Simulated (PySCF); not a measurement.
CH5F3Si2, SMILES C[Si@H](F)[SiH](F)F.

The structure is a stationary point at PBE0-D3(BJ)/def2-SVP. The structure was generated by enumeration; whether it is a known compound was not checked. One conformer was computed; it need not be the lowest.

Two levels are set side by side: TDA-PBE/def2-SVPD (PySCF) and TDA-B3LYP/def2-SVPD (PySCF). Vertical, same geometry. The lowest singlet is HOMO→LUMO 97 % with PBE and HOMO→LUMO 96 % with the other functional; states are paired by order. Differences are taken from unrounded values.

```json
[
 {"quantity": "lowest singlet excitation (eV)", "TDA-B3LYP": "6.24"},
 {"quantity": "lowest triplet excitation (TDA) (eV)", "TDA-B3LYP": "5.46"},
 {"quantity": "first bright state (f over 0.05) (eV)", "TDA-B3LYP": "6.65"},
 {"quantity": "its oscillator strength", "TDA-B3LYP": "0.05"}
]
```

**Question.** What does TDA-PBE give, and how far is it from TDA-B3LYP? (The exact figures need the calculation; the answer reports its results.)

**Answer.** 
```
quantity                               TDA-PBE  TDA-PBE minus TDA-B3LYP
-------------------------------------  -------  -----------------------
lowest singlet excitation (eV)            5.77                    -0.47
lowest triplet excitation (TDA) (eV)      5.03                    -0.44
first bright state (f over 0.05) (eV)     7.85                     1.21
its oscillator strength                   0.09                     0.04
```

A lower first singlet is the usual sign of a functional without exact exchange. Differences between two approximate levels are no errors against the true value.

Rough cost on one machine, each run with all the roots and properties that it gave: TDA-B3LYP against TDA-PBE about 2 times.
